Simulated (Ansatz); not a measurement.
Isolated molecules relaxed with PBE0-D4/def2-TZVP in Ansatz; ΔE leaves out vibrations. CCSD(T)/CBS adds triple-zeta CCSD(T) − MP2 to the extrapolated MP2 energy (def2 sets, frozen cores). This one scheme is used for every species. DFT in def2-TZVPP. For Ga outer-core shells are correlated without core-valence functions, which leaves a few kJ/mol of doubt a bond. Scalar relativity is left out up to krypton. Each species was taken in one conformer, which may not be the lowest.

`C/C=[CH]\[GaH][SH]` + CH₃OH → `C[O][GaH][SH]` + propene  (ligand exchange at a Ga–C bond)

```csv
level,ΔE (kJ/mol)
PBE-D4,-60.0
PBE0-D4,-58.2
```

**Question.** What does CCSD(T)/CBS give? (Best estimate.)

**Answer.** The calculation gave: -61.4 kJ/mol. The listed levels differ from it by 1.4, 3.2 kJ/mol.

Largest T1 diagnostic among the species: 0.014.

The D4 term adds +4.8 kJ/mol with B3LYP and +2.9 kJ/mol with PBE0; it sums over pairs of atoms, weighted by their polarisabilities, and B3LYP, whose exchange is more repulsive, gets the larger term. In def2-TZVPP, CCSD(T) changes the Hartree–Fock value by +11.0 kJ/mol (the triples alone add +1.2 kJ/mol) and MP2 by +12.0 kJ/mol.

B3LYP here is the variant with VWN-RPA as its local correlation; programs differ in this.
